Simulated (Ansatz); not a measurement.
H₆O₃Si₂, SMILES `O[SiH2][SiH](O)O`, 11 atoms. Total charge 0; spin multiplicity 1. All runs use 4 threads of an Arm Neoverse V2 on a shared host. Correlated methods freeze the cores.

Task: How many basis functions does each run have, and how long does it take in Ansatz? RHF-CCSD(T)/def2-TZVPP energy; RKS PBE0-D4/def2-TZVP frequencies; RKS B97M-V/def2-TZVPP energy; RKS ωB97M-V/def2-QZVPP energy; RKS BHLYP-D4/def2-TZVPP energy; RKS LC-ωPBE/def2-TZVPP energy; RKS B2PLYP (frozen core)/def2-TZVPP energy; RKS PBE0-D4/def2-SVP energy; RKS PBE0-D4/def2-TZVP relaxation (29 steps); direct RPA on PBE orbitals/def2-TZVPP energy; RKS ωB97M-V/def2-SVP energy; RHF-MP2/def2-QZVPP energy. (Best estimate.)

Result: Computed: Other jobs shared the machine, so times are rough.

```csv
level,job,functions,wall time,peak host memory (GiB)
RKS PBE0-D4/def2-SVP,energy,108,1.1 s,0.46
RKS LC-ωPBE/def2-TZVPP,energy,261,2.7 s,0.51
RKS BHLYP-D4/def2-TZVPP,energy,261,3.4 s,0.7
RKS ωB97M-V/def2-SVP,energy,108,3.8 s,0.46
RKS B2PLYP (frozen core)/def2-TZVPP,energy,261,5.5 s,0.68
direct RPA on PBE orbitals/def2-TZVPP,energy,261,6 s,0.67
RKS B97M-V/def2-TZVPP,energy,261,11 s,0.44
RKS ωB97M-V/def2-QZVPP,energy,491,21 s,2.2
RHF-MP2/def2-QZVPP,energy,491,23 s,3
RKS PBE0-D4/def2-TZVP,relaxation (29 steps),203,92 s,0.55
RKS PBE0-D4/def2-TZVP,frequencies,203,2.5 min,0.54
RHF-CCSD(T)/def2-TZVPP,energy,261,3.1 min,6.1
```

LC-ωPBE has ω = 0.4 bohr⁻¹.
